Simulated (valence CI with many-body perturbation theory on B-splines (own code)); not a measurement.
E1 transitions of Gd57+

Method: relativistic CI+MBPT: five valence electrons over a frozen Dirac-Fock core [He], a basis of 9 s, 9 p, 8 d, 6 f, 3 g, 1 h functions for each j, with the one-electron correlation potential Σ1, the two-electron term Σ2, the three-electron term Σ3, Breit, model QED; selected CI, second order for the rest (own B-spline code, finite nucleus).

The last digits are not significant, and no measured levels were compared; by estimate large intervals hold to a few tenths of a per cent, small ones and those within an open d or f shell to about a per cent. Among the levels kept, up to 1200 cm⁻¹ of a level comes from second order outside the variational space, and about a tenth of that is noise between levels of different J, which matters for small intervals.

Lines 101 to 150 of 256 in falling wavelength, among levels below 64266 × 10³ cm⁻¹, chosen from the strongest by gf and those to the six lowest levels. Wavelengths and rates use the calculated energies. Electric multipoles are in the length gauge, E1 and E2 with the static RPA response of the core. Weak lines are less certain than strong ones. Lines between different terms over intervals too small for the method are left out, as are lines whose strength nearly cancels. The highest levels of a list are the least certain.

Levels are named by their leading jj configuration (3d3/2^4 stands for four electrons in 3d with j = 3/2), which in mixed levels can hold well under half, so a name can repeat and another be missing. Letters in brackets count levels of one name in rising energy.

| λ vac (Å) | Upper | Lower | A (s⁻¹) | S (a.u.) with core polarisation | S without |
| --- | --- | --- | --- | --- | --- |
| 12.00 | (2s 2p1/2^2 2p3/2 3p3/2) J=5/2 [b] | (2s^2 2p1/2^2 3p3/2) J=3/2 | 3.12e+12 | 1.60e-02 | 1.60e-02 |
| 11.96 | (2s 2p1/2^2 2p3/2 3p1/2) J=1/2 | (2s^2 2p1/2^2 3p1/2) J=1/2 | 2.98e+12 | 5.03e-03 | 5.04e-03 |
| 11.95 | (2s 2p1/2^2 2p3/2 3s) J=3/2 [b] | (2s^2 2p1/2^2 3s) J=1/2 | 1.48e+12 | 4.98e-03 | 4.99e-03 |
| 11.94 | (2s 2p1/2^2 2p3/2 3p1/2) J=3/2 [b] | (2s^2 2p1/2^2 3p1/2) J=1/2 | 2.58e+12 | 8.67e-03 | 8.68e-03 |
| 11.93 | (2p1/2 2p3/2^4) J=1/2 | (2s 2p1/2 2p3/2^3) J=3/2 [b] | 7.11e+12 | 1.19e-02 | 1.19e-02 |
| 11.91 | (2s 2p1/2^2 2p3/2 3d3/2) J=5/2 [b] | (2s^2 2p1/2^2 3d3/2) J=3/2 | 2.74e+12 | 1.37e-02 | 1.37e-02 |
| 11.90 | (2s 2p1/2^2 2p3/2 3s) J=1/2 | (2s^2 2p1/2^2 3s) J=1/2 | 2.42e+12 | 4.03e-03 | 4.03e-03 |
| 11.90 | (2s 2p1/2 2p3/2^3) J=3/2 [b] | (2s^2 2p1/2 2p3/2^2) J=1/2 | 1.54e+12 | 5.13e-03 | 5.14e-03 |
| 11.86 | (2s 2p1/2 2p3/2^3) J=5/2 | (2s^2 2p1/2 2p3/2^2) J=3/2 | 1.48e+11 | 7.31e-04 | 7.32e-04 |
| 11.85 | (2p1/2^2 2p3/2^3) J=3/2 | (2s 2p1/2^2 2p3/2^2) J=3/2 | 5.04e+12 | 1.66e-02 | 1.66e-02 |
| 11.84 | (2p1/2^2 2p3/2^3) J=3/2 | (2s 2p1/2^2 2p3/2^2) J=1/2 | 1.13e+12 | 3.69e-03 | 3.70e-03 |
| 11.84 | (2s 2p1/2^2 2p3/2 3p3/2) J=3/2 [b] | (2s^2 2p1/2^2 3p3/2) J=3/2 | 3.26e+12 | 1.07e-02 | 1.07e-02 |
| 11.84 | (2s 2p3/2^4) J=1/2 | (2s^2 2p3/2^3) J=3/2 | 5.73e+12 | 9.37e-03 | 9.39e-03 |
| 11.82 | (2p1/2 2p3/2^4) J=1/2 | (2s 2p1/2 2p3/2^3) J=1/2 | 3.22e+12 | 5.26e-03 | 5.27e-03 |
| 11.79 | (2s 2p1/2^2 2p3/2 3p3/2) J=1/2 [b] | (2s^2 2p1/2^2 3p3/2) J=3/2 | 3.24e+12 | 5.24e-03 | 5.25e-03 |
| 11.71 | (2s^2 2p1/2 2p3/2 3d3/2) J=3/2 [b] | (2s^2 2p1/2^2 3p1/2) J=1/2 | 6.65e+11 | 2.10e-03 | 2.11e-03 |
| 11.69 | (2s^2 2p1/2 2p3/2 3p3/2) J=3/2 [b] | (2s^2 2p1/2^2 3s) J=1/2 | 1.62e+12 | 5.12e-03 | 5.13e-03 |
| 11.57 | (2s 2p1/2^2 2p3/2^2) J=1/2 | (2s^2 2p1/2^2 2p3/2) J=3/2 | 2.98e+12 | 4.56e-03 | 4.57e-03 |
| 11.55 | (2s 2p1/2^2 2p3/2^2) J=3/2 | (2s^2 2p1/2^2 2p3/2) J=3/2 | 5.38e+12 | 1.64e-02 | 1.64e-02 |
| 11.45 | (2s 2p1/2 2p3/2^3) J=3/2 [b] | (2s^2 2p1/2 2p3/2^2) J=5/2 | 4.98e+12 | 1.47e-02 | 1.48e-02 |
| 11.32 | (2s 2p1/2 2p3/2^3) J=1/2 | (2s^2 2p1/2 2p3/2^2) J=3/2 | 4.94e+12 | 7.07e-03 | 7.08e-03 |
| 11.22 | (2s 2p1/2 2p3/2^3) J=3/2 [b] | (2s^2 2p1/2 2p3/2^2) J=3/2 | 1.81e+11 | 5.05e-04 | 5.05e-04 |
| 10.93 | (2p1/2^2 2p3/2^3) J=3/2 | (2s 2p1/2^2 2p3/2^2) J=5/2 | 1.51e+12 | 3.90e-03 | 3.90e-03 |
| 7.229 | (2s 2p1/2 2p3/2^3) J=3/2 [a] | (2s^2 2p1/2^2 2p3/2) J=3/2 | 1.51e+10 | 1.13e-05 | 1.13e-05 |
| 7.074 | (2s 2p1/2 2p3/2^3) J=5/2 | (2s^2 2p1/2^2 2p3/2) J=3/2 | 1.06e+09 | 1.11e-06 | 1.12e-06 |
| 6.878 | (2s 2p1/2 2p3/2^3) J=1/2 | (2s^2 2p1/2^2 2p3/2) J=3/2 | 5.43e+10 | 1.74e-05 | 1.75e-05 |
| 6.840 | (2s 2p1/2 2p3/2^3) J=3/2 [b] | (2s^2 2p1/2^2 2p3/2) J=3/2 | 3.36e+10 | 2.12e-05 | 2.13e-05 |
| 6.813 | (2s 2p3/2^4) J=1/2 | (2s^2 2p1/2 2p3/2^2) J=3/2 | 7.55e+10 | 2.36e-05 | 2.36e-05 |
| 2.233 | (2s^2 2p1/2^2 3p1/2) J=1/2 | (2s 2p1/2^2 2p3/2^2) J=1/2 | 1.02e+11 | 1.12e-06 | 1.12e-06 |
| 2.146 | (2s^2 2p1/2^2 3p3/2) J=3/2 | (2s 2p1/2^2 2p3/2^2) J=1/2 | 2.74e+10 | 5.34e-07 | 5.34e-07 |
| 2.115 | (2s^2 2p1/2^2 3p3/2) J=3/2 | (2s 2p1/2^2 2p3/2^2) J=5/2 | 1.28e+11 | 2.39e-06 | 2.39e-06 |
| 2.015 | (2s^2 2p1/2^2 3d3/2) J=3/2 | (2s^2 2p1/2 2p3/2^2) J=1/2 | 6.41e+10 | 1.04e-06 | 1.04e-06 |
| 1.994 | (2s^2 2p1/2^2 3d3/2) J=3/2 | (2s^2 2p1/2 2p3/2^2) J=3/2 | 1.56e+11 | 2.44e-06 | 2.44e-06 |
| 1.980 | (2s^2 2p1/2^2 3d5/2) J=5/2 | (2s^2 2p1/2 2p3/2^2) J=5/2 | 1.29e+10 | 2.96e-07 | 2.97e-07 |
| 1.976 | (2s^2 2p1/2 2p3/2 3p1/2) J=3/2 [a] | (2s 2p1/2^2 2p3/2^2) J=1/2 | 2.94e+10 | 4.47e-07 | 4.46e-07 |
| 1.973 | (2s^2 2p1/2^2 3d5/2) J=5/2 | (2s^2 2p1/2 2p3/2^2) J=3/2 | 1.68e+10 | 3.81e-07 | 3.82e-07 |
| 1.961 | (2s^2 2p1/2 2p3/2 3p1/2) J=3/2 [b] | (2s 2p1/2^2 2p3/2^2) J=1/2 | 3.78e+11 | 5.64e-06 | 5.63e-06 |
| 1.945 | (2s^2 2p1/2 2p3/2 3p1/2) J=5/2 | (2s 2p1/2^2 2p3/2^2) J=5/2 | 1.33e+11 | 2.89e-06 | 2.88e-06 |
| 1.935 | (2s^2 2p1/2 2p3/2 3p1/2) J=3/2 [b] | (2s 2p1/2^2 2p3/2^2) J=5/2 | 4.63e+11 | 6.61e-06 | 6.60e-06 |
| 1.922 | (2s 2p1/2^2 2p3/2 3s) J=3/2 [a] | (2s 2p1/2^2 2p3/2^2) J=1/2 | 3.48e+13 | 4.88e-04 | 4.87e-04 |
| 1.912 | (2s^2 2p1/2 2p3/2 3p3/2) J=1/2 [a] | (2s 2p1/2^2 2p3/2^2) J=1/2 | 6.54e+12 | 4.51e-05 | 4.51e-05 |
| 1.911 | (2s^2 2p1/2 2p3/2 3s) J=3/2 [a] | (2s^2 2p1/2 2p3/2^2) J=1/2 | 4.28e+11 | 5.91e-06 | 5.89e-06 |
| 1.909 | (2s^2 2p1/2 2p3/2 3p3/2) J=3/2 [a] | (2s 2p1/2^2 2p3/2^2) J=1/2 | 5.57e+10 | 7.66e-07 | 7.66e-07 |
| 1.909 | (2s^2 2p1/2 2p3/2 3s) J=1/2 | (2s^2 2p1/2 2p3/2^2) J=1/2 | 3.92e+13 | 2.69e-04 | 2.68e-04 |
| 1.906 | (2s 2p1/2^2 2p3/2 3s) J=3/2 [b] | (2s 2p1/2^2 2p3/2^2) J=3/2 | 3.35e+13 | 4.58e-04 | 4.58e-04 |
| 1.906 | (2s 2p1/2^2 2p3/2 3s) J=3/2 [b] | (2s 2p1/2^2 2p3/2^2) J=1/2 | 5.36e+11 | 7.32e-06 | 7.31e-06 |
| 1.905 | (2s 2p1/2^2 2p3/2 3s) J=1/2 | (2s 2p1/2^2 2p3/2^2) J=3/2 | 6.34e+13 | 4.33e-04 | 4.32e-04 |
| 1.904 | (2s 2p1/2^2 2p3/2 3s) J=1/2 | (2s 2p1/2^2 2p3/2^2) J=1/2 | 3.38e+13 | 2.30e-04 | 2.30e-04 |
| 1.904 | (2s 2p1/2^2 2p3/2 3s) J=5/2 | (2s 2p1/2^2 2p3/2^2) J=5/2 | 4.79e+13 | 9.80e-04 | 9.78e-04 |
| 1.904 | (2s^2 2p1/2 2p3/2 3s) J=3/2 [b] | (2s^2 2p1/2 2p3/2^2) J=1/2 | 3.88e+13 | 5.28e-04 | 5.27e-04 |
